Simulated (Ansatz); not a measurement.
Ideal-gas functions of `[NH2][Zn][B](F)Cl` at 500 K and 1 bar, from an Ansatz frequency run at PBE0-D4/def2-TZVP.

Molar mass 146.68 g/mol, point group C1 (symmetry number 1), electronic degeneracy 1, moments of inertia 84.815, 420.266, 504.924 u Å². Harmonic wavenumbers (cm⁻¹, unscaled): 79, 102, 105, 181, 192, 262, 434, 439, 661, 677, 875, 1286, 1556, 3598, 3694.

Use S(trans) = R[1.5 ln M + 2.5 ln T − 1.1517]; rotational temperatures θ = 24.2544 K / I; S(rot) = R[ln(√π/σ · √(T³/θAθBθC)) + 1.5]; for each mode x = 1.438777 ν̃/T, S = R[x/(eˣ − 1) − ln(1 − e⁻ˣ)] and H = RT x/(eˣ − 1); 1 cm⁻¹ = 0.0119627 kJ/mol; R = 8.31446 J/(mol·K).

Question: By hand: the entropy, in J/(mol·K).

Answer: Translation 181.8. Rotation: θ = 0.286, 0.0577, 0.048 K, giving 124.4. Vibration, mode by mode: 20.65, 18.54, 18.30, 13.83, 13.35, 10.86, 6.99, 6.90, 4.12, 3.97, 2.54, 0.99, 0.52, 0.00, 0.00, in all 121.6. Electronic 0.0. Sum 427.8 J/(mol·K).

Question: By hand: H − E and G − E in kJ/mol, counted from the electronic energy.

Answer: Zero-point energy ½ × 14141 × 0.0119627 = 84.6; thermal vibration 28.3; translation, rotation and pV give 4 RT = 16.6. H − E = 129.5 kJ/mol, and G − E = 129.5 − 500 × 427.8/1000 = -84.4 kJ/mol.

Vibration gives 28 % of the entropy, 57.5 J/(mol·K) of it from the modes under 150 cm⁻¹: soft modes count most, and the harmonic formula is weakest for them. The sum counts one conformer and one mirror image; others add a mixing term.
